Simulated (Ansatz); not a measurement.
`CC(F)OC(F)F` → `F[C]F` + `CC(O)F` at 700 K and 1 bar (formal loss of a carbene).

Calculated with Ansatz (gas phase, PBE0-D4/def2-TZVP geometries, no zero-point term in ΔE). CCSD(T)/CBS adds triple-zeta CCSD(T) − MP2 to the extrapolated MP2 energy (def2 sets, frozen cores). This one scheme is used for every species. One conformer a species, not always the lowest.

```tsv
species	CCSD(T)/CBS energy (Eh)	H − E (kJ/mol)	S (J/(mol·K))
`CC(F)OC(F)F`	-491.71812	310.0	482.1
`F[C]F`	-237.54028	47.1	278.6
`CC(O)F`	-254.08332	248.1	371.2
```

H − E and S are ideal-gas, rigid-rotor, harmonic terms from PBE0-D4/def2-TZVP, for one conformer and one mirror image of each species. 1 Eh = 2625.50 kJ/mol, R = 8.31446 J/(mol·K).

**Question.** By hand: ΔE, ΔH, ΔS and ΔG.

**Answer.** ΔE = (-237.54028) + (-254.08332) − (-491.71812) = 0.09452 Eh = 248.2 kJ/mol. Δ(H − E) = 47.1 + 248.1 − 310.0 = -14.8, so ΔH = 233.4 kJ/mol. ΔS = 278.6 + 371.2 − 482.1 = 167.7 J/(mol·K). ΔG = 233.4 − 700 × (167.7)/1000 = 116.0 kJ/mol.

**Question.** By hand: the equilibrium constant, and the temperature at which ΔG would vanish if ΔH and ΔS stayed fixed.

**Answer.** log₁₀ K = −ΔG/(RT ln 10) = -8.7. ΔG = 0 at ΔH/ΔS = 1392 K.

The number of gas molecules changes by +1, which sets the sign of ΔS. A doubt of 5 kJ/mol in ΔE shifts log₁₀ K by 0.4 here. Other conformers and mirror images would add mixing entropy, several J/(mol·K) or more a flexible species. Modes under 60 cm⁻¹, often nearly free rotors, make the harmonic entropy too high. These are equilibria of isolated gas molecules and say nothing of rates. Largest T1 diagnostic: 0.017 (customary marks: 0.02 for closed shells, 0.045 for open ones).
